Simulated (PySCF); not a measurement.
PySCF input (TPSSh/def2-TZVPD):

```python
from pyscf import gto, scf, dft

mol = gto.M(
    atom='''
    Li   -0.00000000   -0.00000000   -1.81701305
    Cl    0.00000000    0.00000000    0.32064936
    ''',
    basis='def2-tzvpd',
    charge=-1,
    spin=1,
    symmetry='C2v',
    verbose=4,
)

mf = dft.UKS(mol, xc='tpssh').density_fit(auxbasis='def2-universal-jkfit')
mf.grids.level = 3
mf.conv_tol = 1e-9
mf.max_cycle = 100
mf.max_memory = 1500
mf.kernel()
if not mf.converged:
    mf = mf.newton()
    mf.kernel(mf.make_rdm1())
mf.analyze()
```

Output:

```
PySCF version 2.14.0

[INPUT] verbose = 4
[INPUT] num. atoms = 2
[INPUT] num. electrons = 21
[INPUT] charge = -1
[INPUT] spin (= nelec alpha-beta = 2S) = 1
[INPUT] symmetry C2v subgroup None
[INPUT] Mole.unit = angstrom
[INPUT] Symbol           X                Y                Z      unit          X                Y                Z       unit  Magmom
[INPUT]  1 Li     0.000000000000   0.000000000000  -1.817013050000 AA    0.000000000000   0.000000000000  -3.433657029261 Bohr   0.0
[INPUT]  2 Cl     0.000000000000   0.000000000000   0.320649360000 AA    0.000000000000   0.000000000000   0.605939472417 Bohr   0.0

nuclear repulsion = 12.625023310823
point group symmetry = Coov, use subgroup C2v
symmetry origin: [ 0.00000000e+00  0.00000000e+00 -2.83458919e-09]
symmetry axis x: [1. 0. 0.]
symmetry axis y: [0. 1. 0.]
symmetry axis z: [0. 0. 1.]
num. orbitals of irrep A1 = 29
num. orbitals of irrep A2 = 4
num. orbitals of irrep B1 = 15
num. orbitals of irrep B2 = 15
number of shells = 25
number of NR pGTOs = 95
number of NR cGTOs = 63
basis = def2-tzvpd
ecp = {}

******** <class 'pyscf.df.df_jk.DFSymAdaptedUKS'> ********
method = DFSymAdaptedUKS
initial guess = minao
damping factor = 0
level_shift factor = 0
DIIS = <class 'pyscf.scf.diis.CDIIS'>
diis_start_cycle = 1
diis_space = 8
diis_damp = 0
SCF conv_tol = 1e-09
SCF conv_tol_grad = None
SCF max_cycles = 100
direct_scf = False
number electrons alpha = 11  beta = 10
XC library pyscf.dft.libxc version 7.1.2
    S. Lehtola, C. Steigemann, M. J. T. Oliveira, and M. A. L. Marques,  SoftwareX 7, 1–5 (2018)
XC functionals = tpssh
    V. N. Staroverov, G. E. Scuseria, J. Tao, and J. P. Perdew,  J. Chem. Phys. 119, 12129 (2003)
radial grids:
    Treutler-Ahlrichs [JCP 102, 346 (1995); DOI:10.1063/1.469408] (M4) radial grids

becke partition: Becke, JCP 88, 2547 (1988); DOI:10.1063/1.454033
pruning grids: <function nwchem_prune>
grids dens level: 3
symmetrized grids: C2v
atomic radii adjust function: <function treutler_atomic_radii_adjust>
small_rho_cutoff = 0
Freeze 0 electrons in irreps []
    21 free electrons in irreps A1 A2 B1 B2
Set gradient conv threshold to 3.16228e-05
tot grids = 32608
[...]
WARN: beta-A1 LUMO 0.00900651691549825 < system HOMO 0.0398800202398313

Extra cycle  E= -467.84707543842  delta_E= -1.31e-12  |g|= 9.26e-07  |ddm|= 8.22e-06
converged SCF energy = -467.84707543842  <S^2> = 0.75008664  2S+1 = 2.0000866
**** SCF Summaries ****
Total Energy =                        -467.847075438420404
Nuclear Repulsion Energy =              12.625023310822964
One-electron Energy =                 -675.258575536585226
Two-electron Energy =                  194.786476787341883
Two-electron Coulomb Energy =          225.108545324687555
DFT Exchange-Correlation Energy =      -30.322068537345679
HOMO-LUMO gap [eV] =                    -0.840110816748179
Wave-function symmetry = A1
alpha occupancy for each irrep:     A1   A2   B1   B2
                                     7    0    2    2
beta  occupancy for each irrep:     A1   A2   B1   B2
                                     6    0    2    2
**** MO energy ****
alpha MO #1 (A1 #1), energy= -101.13337603217 occ= 1
alpha MO #2 (A1 #2), energy= -9.13551572231016 occ= 1
alpha MO #3 (A1 #3), energy= -6.87770363744814 occ= 1
alpha MO #4 (B1 #1), energy= -6.87716803611161 occ= 1
alpha MO #5 (B2 #1), energy= -6.87716803611161 occ= 1
alpha MO #6 (A1 #4), energy= -1.7969383472001 occ= 1
alpha MO #7 (A1 #5), energy= -0.547120227117873 occ= 1
alpha MO #8 (A1 #6), energy= -0.115158773401557 occ= 1
alpha MO #9 (B1 #2), energy= -0.0946311012942278 occ= 1
alpha MO #10 (B2 #2), energy= -0.0946311012942314 occ= 1
alpha MO #11 (A1 #7), energy= 0.0398800202398313 occ= 1
alpha MO #12 (B1 #3), energy= 0.0964930496497605 occ= 0
alpha MO #13 (B2 #3), energy= 0.0964930496497622 occ= 0
alpha MO #14 (A1 #8), energy= 0.114047206685434 occ= 0
alpha MO #15 (A1 #9), energy= 0.146762279348749 occ= 0
alpha MO #16 (B1 #4), energy= 0.180457740809063 occ= 0
alpha MO #17 (B2 #4), energy= 0.180457740809066 occ= 0
alpha MO #18 (A1 #10), energy= 0.19730731341102 occ= 0
alpha MO #19 (B1 #5), energy= 0.19914581562062 occ= 0
alpha MO #20 (B2 #5), energy= 0.199145815620618 occ= 0
alpha MO #21 (A1 #11), energy= 0.28711520547439 occ= 0
alpha MO #22 (A1 #12), energy= 0.333741844125014 occ= 0
alpha MO #23 (A1 #13), energy= 0.342773335461278 occ= 0
alpha MO #24 (A2 #1), energy= 0.342774399808149 occ= 0
alpha MO #25 (B1 #6), energy= 0.371346695687748 occ= 0
alpha MO #26 (B2 #6), energy= 0.371346695687745 occ= 0
alpha MO #27 (A1 #14), energy= 0.389640249780477 occ= 0
alpha MO #28 (A1 #15), energy= 0.651964521426414 occ= 0
alpha MO #29 (B1 #7), energy= 0.653174307149952 occ= 0
alpha MO #30 (B2 #7), energy= 0.65317430714995 occ= 0
alpha MO #31 (B1 #8), energy= 0.724226006905564 occ= 0
alpha MO #32 (B2 #8), energy= 0.724226006905566 occ= 0
alpha MO #33 (A1 #16), energy= 0.778625955885119 occ= 0
alpha MO #34 (A2 #2), energy= 0.778629587988315 occ= 0
alpha MO #35 (B1 #9), energy= 0.801104680187914 occ= 0
alpha MO #36 (B2 #9), energy= 0.801104680187914 occ= 0
alpha MO #37 (A1 #17), energy= 0.811950117223827 occ= 0
alpha MO #38 (A1 #18), energy= 0.964009824231908 occ= 0
alpha MO #39 (A1 #19), energy= 1.16377306922255 occ= 0
alpha MO #40 (A1 #20), energy= 1.57333658807653 occ= 0
alpha MO #41 (A2 #3), energy= 2.11278310513801 occ= 0
alpha MO #42 (A1 #21), energy= 2.11296928172558 occ= 0
alpha MO #43 (B1 #10), energy= 2.13390464347125 occ= 0
alpha MO #44 (B2 #10), energy= 2.13390464347124 occ= 0
alpha MO #45 (A1 #22), energy= 2.19163006287481 occ= 0
alpha MO #46 (A1 #23), energy= 2.30585163217672 occ= 0
alpha MO #47 (A2 #4), energy= 2.30587475242402 occ= 0
alpha MO #48 (B1 #11), energy= 2.30953625115991 occ= 0
alpha MO #49 (B2 #11), energy= 2.30953625115991 occ= 0
alpha MO #50 (B1 #12), energy= 2.31336594650678 occ= 0
alpha MO #51 (B2 #12), energy= 2.31336594650678 occ= 0
alpha MO #52 (A1 #24), energy= 2.47939507850679 occ= 0
alpha MO #53 (B1 #13), energy= 2.53006356938018 occ= 0
alpha MO #54 (B2 #13), energy= 2.53006356938018 occ= 0
alpha MO #55 (A1 #25), energy= 2.63101733052115 occ= 0
alpha MO #56 (B1 #14), energy= 5.96925493968772 occ= 0
alpha MO #57 (B2 #14), energy= 5.96925493968772 occ= 0
alpha MO #58 (A1 #26), energy= 6.14049988081002 occ= 0
alpha MO #59 (B1 #15), energy= 10.9705343034474 occ= 0
alpha MO #60 (B2 #15), energy= 10.9705343034474 occ= 0
alpha MO #61 (A1 #27), energy= 11.0542143791957 occ= 0
alpha MO #62 (A1 #28), energy= 14.5013456719924 occ= 0
alpha MO #63 (A1 #29), energy= 24.9291458067913 occ= 0
beta  MO #1 (A1 #1), energy= -101.13325729785 occ= 1
beta  MO #2 (A1 #2), energy= -9.13540770922899 occ= 1
beta  MO #3 (A1 #3), energy= -6.87745529944119 occ= 1
beta  MO #4 (B1 #1), energy= -6.87707171928138 occ= 1
beta  MO #5 (B2 #1), energy= -6.87707171928136 occ= 1
beta  MO #6 (A1 #4), energy= -1.79368459182743 occ= 1
beta  MO #7 (A1 #5), energy= -0.546428587754463 occ= 1
beta  MO #8 (A1 #6), energy= -0.114344785515801 occ= 1
beta  MO #9 (B1 #2), energy= -0.0943355020561132 occ= 1
beta  MO #10 (B2 #2), energy= -0.0943355020561185 occ= 1
beta  MO #11 (A1 #7), energy= 0.00900651691549825 occ= 0
beta  MO #12 (B1 #3), energy= 0.091088704918981 occ= 0
beta  MO #13 (B2 #3), energy= 0.0910887049189775 occ= 0
beta  MO #14 (A1 #8), energy= 0.122223826778544 occ= 0
beta  MO #15 (A1 #9), energy= 0.148710912941173 occ= 0
beta  MO #16 (B1 #4), energy= 0.16821088658569 occ= 0
beta  MO #17 (B2 #4), energy= 0.168210886585689 occ= 0
beta  MO #18 (A1 #10), energy= 0.183867122929502 occ= 0
beta  MO #19 (B1 #5), energy= 0.203782078388071 occ= 0
beta  MO #20 (B2 #5), energy= 0.203782078388066 occ= 0
beta  MO #21 (A1 #11), energy= 0.250836032607697 occ= 0
beta  MO #22 (A1 #12), energy= 0.318659857944272 occ= 0
beta  MO #23 (A1 #13), energy= 0.341662070652452 occ= 0
beta  MO #24 (A2 #1), energy= 0.341662294996246 occ= 0
beta  MO #25 (B1 #6), energy= 0.356000232592939 occ= 0
beta  MO #26 (B2 #6), energy= 0.356000232592935 occ= 0
beta  MO #27 (A1 #14), energy= 0.382549373855174 occ= 0
beta  MO #28 (A1 #15), energy= 0.630109419587818 occ= 0
beta  MO #29 (B1 #7), energy= 0.649154466100695 occ= 0
beta  MO #30 (B2 #7), energy= 0.649154466100692 occ= 0
beta  MO #31 (B1 #8), energy= 0.706138784956046 occ= 0
beta  MO #32 (B2 #8), energy= 0.706138784956043 occ= 0
beta  MO #33 (A1 #16), energy= 0.778110532932001 occ= 0
beta  MO #34 (A2 #2), energy= 0.778114006502729 occ= 0
beta  MO #35 (B1 #9), energy= 0.796626418286049 occ= 0
beta  MO #36 (B2 #9), energy= 0.796626418286049 occ= 0
beta  MO #37 (A1 #17), energy= 0.807196209209991 occ= 0
beta  MO #38 (A1 #18), energy= 0.939793246711428 occ= 0
beta  MO #39 (A1 #19), energy= 1.1582882415511 occ= 0
[...]
```
